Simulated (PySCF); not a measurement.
**La (lanthanum, neutral): UHF calculation**

Configuration: [Xe] 4f1 6s2, 2F determinant (an excited configuration). Computed with PySCF 2.14 in ANO-RCC-VTZP, with scalar relativity by spin-free X2C-1e.

```
Total energy                                                  : -8488.604163 hartree
One-electron energy                                           : -11571.1060 hartree
Hartree (Coulomb) energy                                      : 3285.0662 hartree
Exchange energy                                               : -202.5643 hartree
⟨S²⟩                                                          : 0.8288
⟨L²⟩                                                          : 12.687
Sum of ⟨r⟩                                                    : 45.42 bohr
Sum of ⟨r²⟩                                                   : 102.3 bohr²
Traceless quadrupole moment −½Σ⟨3z² − r²⟩ along its main axis : -0.604 e·bohr²
Langevin diamagnetic susceptibility                           : -81.0 ×10⁻⁶ cm³/mol
```

```json
{"shell": "1s β", "electrons": "1", "mean orbital energy (hartree)": "-1437.44450", "spread (hartree)": "0", "rms radius, mean of both spins (bohr)": "0.0286"}
{"shell": "1s α", "electrons": "1", "mean orbital energy (hartree)": "-1437.44435", "spread (hartree)": "0", "rms radius, mean of both spins (bohr)": "0.0286"}
{"shell": "2s β", "electrons": "1", "mean orbital energy (hartree)": "-232.85693", "spread (hartree)": "0", "rms radius, mean of both spins (bohr)": "0.116"}
{"shell": "2s α", "electrons": "1", "mean orbital energy (hartree)": "-232.85684", "spread (hartree)": "0", "rms radius, mean of both spins (bohr)": "0.116"}
{"shell": "2p β", "electrons": "3", "mean orbital energy (hartree)": "-208.67424", "spread (hartree)": "0.00047", "rms radius, mean of both spins (bohr)": "0.104"}
{"shell": "2p α", "electrons": "3", "mean orbital energy (hartree)": "-208.67413", "spread (hartree)": "0.00092", "rms radius, mean of both spins (bohr)": "0.104"}
{"shell": "3s α", "electrons": "1", "mean orbital energy (hartree)": "-51.53111", "spread (hartree)": "0", "rms radius, mean of both spins (bohr)": "0.303"}
{"shell": "3s β", "electrons": "1", "mean orbital energy (hartree)": "-51.53104", "spread (hartree)": "0", "rms radius, mean of both spins (bohr)": "0.303"}
{"shell": "3p α", "electrons": "3", "mean orbital energy (hartree)": "-43.60145", "spread (hartree)": "0.00294", "rms radius, mean of both spins (bohr)": "0.303"}
{"shell": "3p β", "electrons": "3", "mean orbital energy (hartree)": "-43.60135", "spread (hartree)": "0.00413", "rms radius, mean of both spins (bohr)": "0.303"}
{"shell": "3d α", "electrons": "5", "mean orbital energy (hartree)": "-32.10771", "spread (hartree)": "0.00303", "rms radius, mean of both spins (bohr)": "0.281"}
{"shell": "3d β", "electrons": "5", "mean orbital energy (hartree)": "-32.10747", "spread (hartree)": "0.00335", "rms radius, mean of both spins (bohr)": "0.281"}
{"shell": "4s α", "electrons": "1", "mean orbital energy (hartree)": "-11.15199", "spread (hartree)": "0", "rms radius, mean of both spins (bohr)": "0.694"}
{"shell": "4s β", "electrons": "1", "mean orbital energy (hartree)": "-11.14909", "spread (hartree)": "0", "rms radius, mean of both spins (bohr)": "0.694"}
{"shell": "4p α", "electrons": "3", "mean orbital energy (hartree)": "-8.46207", "spread (hartree)": "0.00488", "rms radius, mean of both spins (bohr)": "0.737"}
{"shell": "4p β", "electrons": "3", "mean orbital energy (hartree)": "-8.45823", "spread (hartree)": "0.01160", "rms radius, mean of both spins (bohr)": "0.737"}
{"shell": "4d α", "electrons": "5", "mean orbital energy (hartree)": "-4.42700", "spread (hartree)": "0.00351", "rms radius, mean of both spins (bohr)": "0.827"}
{"shell": "4d β", "electrons": "5", "mean orbital energy (hartree)": "-4.42026", "spread (hartree)": "0.01081", "rms radius, mean of both spins (bohr)": "0.827"}
{"shell": "5s α", "electrons": "1", "mean orbital energy (hartree)": "-1.84797", "spread (hartree)": "0", "rms radius, mean of both spins (bohr)": "1.66"}
{"shell": "5s β", "electrons": "1", "mean orbital energy (hartree)": "-1.83821", "spread (hartree)": "0", "rms radius, mean of both spins (bohr)": "1.66"}
{"shell": "5p α", "electrons": "3", "mean orbital energy (hartree)": "-1.07848", "spread (hartree)": "0.00150", "rms radius, mean of both spins (bohr)": "1.92"}
{"shell": "5p β", "electrons": "3", "mean orbital energy (hartree)": "-1.06506", "spread (hartree)": "0.01297", "rms radius, mean of both spins (bohr)": "1.92"}
{"shell": "6s α", "electrons": "1", "mean orbital energy (hartree)": "-0.19675", "spread (hartree)": "0", "rms radius, mean of both spins (bohr)": "4.85"}
{"shell": "6s β", "electrons": "1", "mean orbital energy (hartree)": "-0.17798", "spread (hartree)": "0", "rms radius, mean of both spins (bohr)": "4.85"}
{"shell": "4f α", "electrons": "1", "mean orbital energy (hartree)": "0.08195", "spread (hartree)": "0", "rms radius, mean of both spins (bohr)": "3.87"}
```

Spin-orbit coupling, absent here, splits the open shell strongly. ⟨S²⟩ = 0.83 against 0.75 shows spin contamination. At UHF the highest occupied level has a positive energy, so only the finite basis holds that electron; for this excited configuration the basis is too tight for the outer shell.

Densities and radii are taken from the X2C orbitals without a picture-change correction, which distorts them close to the nucleus.

Spin-orbit constants ζ (cm⁻¹) from the X2C one-electron operator on these orbitals: bare nucleus, nucleus screened by l(l+1)(2l+1)/3 electrons, and screened by the Breit-Pauli mean field of the electrons.

```csv
shell,bare,screened nucleus,mean field
2p,2183000,2107000,n/a
3p,431100,416000,n/a
3d,66350,54710,n/a
4p,88710,85590,n/a
4d,11130,9179,n/a
4f,60.05,30.55,n/a
5p,12140,11720,n/a
```

To first order the Landé constant is A = 30.55 cm⁻¹, so the lowest level has J = 5/2 and lies 0.00758 eV below the centre of the term. First order in ζ underestimates the shift of the j = l − 1/2 level at high Z.
